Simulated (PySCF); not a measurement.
## Atomic charges by several schemes

Species: C₈H₁₅NSi₂.
Structure used (PBE0-D3(BJ)/def2-SVP), in Å, numbered top down from 1:
```
atom  x, y, z in Å
C1    -4.2823    0.1561   -1.0451
N2    -3.0356   -0.0807   -0.3631
C3    -2.8230   -1.4567    0.0127
Si4   -2.1578    1.1893    0.4323
C5    -0.3205    0.8093    0.3386
C6     0.2340    0.2817   -0.8376
C7     1.5974    0.0164   -0.9297
C8     2.4572    0.2698    0.1509
Si9    4.3040   -0.0474    0.0106
C10    1.9016    0.7910    1.3281
C11    0.5357    1.0537    1.4206
H12   -4.3530   -0.4635   -1.9588
H13   -5.1692   -0.0810   -0.4223
H14   -4.3622    1.2093   -1.3526
H15   -1.8287   -1.5868    0.4668
H16   -2.8681   -2.1180   -0.8728
H17   -3.5772   -1.8269    0.7371
H18   -2.5140    2.4474   -0.2933
H19   -2.4766    1.3925    1.8888
H20   -0.4187    0.0653   -1.6888
H21    1.9968   -0.4011   -1.8592
H22    4.5540   -1.1880   -0.9223
H23    4.8677   -0.3670    1.3575
H24    5.0199    1.1541   -0.5217
H25    2.5410    0.9876    2.1942
H26    0.1293    1.4497    2.3564
```

Density: PBE0/pcSseg-1 (PySCF); schemes: Mulliken, IAO, Hirshfeld and ESP-fitted. Isolated species at its PBE0-D3(BJ)/def2-SVP geometry (one conformer only).

Problem. Tabulate the Mulliken, IAO, Hirshfeld and ESP-fitted charges.

Solution. In e; atoms taken as equivalent share a row and are averaged (×n: the atom named and its like, n in all):

```csv
atom,environment,Mulliken,IAO,Hirshfeld,ESP-fitted
C1/C3,N-methyl carbon,-0.081,-0.290,-0.068,-0.357
N2,silicon-bound nitrogen,-0.803,-0.499,-0.170,-0.065
Si4,SiH2 silicon,+0.858,+0.865,+0.356,+0.392
C5,substituted aromatic carbon,-0.405,-0.286,-0.093,-0.103
C6/C11,aromatic CH carbon,-0.047,-0.133,-0.043,-0.101
C7/C10,aromatic CH carbon,-0.054,-0.138,-0.046,-0.174
C8,substituted aromatic carbon,-0.358,-0.271,-0.091,-0.039
Si9,SiH3 silicon,+0.553,+0.587,+0.305,+0.309
H12 (×6),methyl hydrogen,+0.112,+0.129,+0.037,+0.121
H18/H19,Si–H hydrogen,-0.118,-0.148,-0.088,-0.112
H20/H26,aromatic hydrogen,+0.087,+0.148,+0.047,+0.114
H21/H25,aromatic hydrogen,+0.086,+0.145,+0.048,+0.147
H22/H23/H24,Si–H hydrogen,-0.087,-0.114,-0.076,-0.083
```

Mean size of the charges over all atoms: IAO 0.217 e, Mulliken 0.187 e, ESP-fitted 0.150 e, Hirshfeld 0.082 e. Each set sums to the total charge, 0, to within 0.001 e. The Hirshfeld scheme divides the density at each point in proportion to the densities of the neutral, spherically averaged free atoms. The Mulliken scheme counts on each atom the diagonal of the density matrix times the overlap matrix over that atom's basis functions.

Some averages cover members that differ in this geometry: H12 (×6), Mulliken +0.100 to +0.133; C7/C10, ESP-fitted -0.190 to -0.157; H18/H19, IAO -0.163 to -0.132; C6/C11, ESP-fitted -0.116 to -0.086 e.

Lowest charge. The schemes don't all agree: Mulliken N2 (-0.803); IAO N2 (-0.499); Hirshfeld N2 (-0.170); ESP-fitted C1/C3 (-0.357).

Highest charge. All schemes agree: Mulliken Si4 (+0.858); IAO Si4 (+0.865); Hirshfeld Si4 (+0.356); ESP-fitted Si4 (+0.392).

Problem. Sum the charges by element, for elements with more than one atom.

Solution. 
```json
{"element": "C", "atoms": "8", "Mulliken": "-1.127", "IAO": "-1.680", "Hirshfeld": "-0.496", "ESP-fitted": "-1.406"}
{"element": "Si", "atoms": "2", "Mulliken": "+1.411", "IAO": "+1.453", "Hirshfeld": "+0.661", "ESP-fitted": "+0.701"}
{"element": "H", "atoms": "15", "Mulliken": "+0.519", "IAO": "+0.726", "Hirshfeld": "+0.005", "ESP-fitted": "+0.770"}
```

Problem. How many electrons does the Mulliken scheme count on C5?

Solution. Z − q = 6 − (-0.405) = 6.405.

Problem. How closely do the schemes follow one another over all atoms?

Solution. Correlation coefficient and root-mean-square difference: IAO with Hirshfeld 0.97, 0.170 e; Mulliken with IAO 0.94, 0.099 e; Mulliken with Hirshfeld 0.92, 0.189 e; IAO with ESP-fitted 0.87, 0.152 e; Hirshfeld with ESP-fitted 0.81, 0.107 e; Mulliken with ESP-fitted 0.66, 0.216 e.
